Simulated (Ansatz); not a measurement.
Cartesian coordinates in Å:
```
F 1.4349 0.8291 1.7042
Si 0.7785 -0.6432 1.6636
F 1.8108 -1.3863 0.6725
C -1.1580 -0.0544 -0.3002
C -0.1758 0.4529 -1.0404
H -1.4602 -1.0925 -0.3894
H -1.7353 0.5626 0.3801
H 0.1149 1.4941 -0.9601
H 0.3902 -0.1624 -1.7304
```

Charge 0, multiplicity 1. The bonds changed during the relaxation, so this is another structure than the one it started from.

(1) List the ωB97M-V/def2-TZVPP orbital energies in eV (Ansatz). (Best estimate.)

Results:

(1) The calculation gave: Occupied: -1808.43, -677.27, -677.27, -282.18, -282.15, -149.22, -103.40, -103.33, -103.24, -36.06, -35.49, -24.87, -19.55, -18.08, -16.41, -16.14, -15.47, -15.42, -14.96, -14.50, -14.04, -12.96, -11.58, -9.37. Lowest empty: 0.43, 2.14, 2.28, 3.05, 3.08, 4.16, 4.32, 5.33.
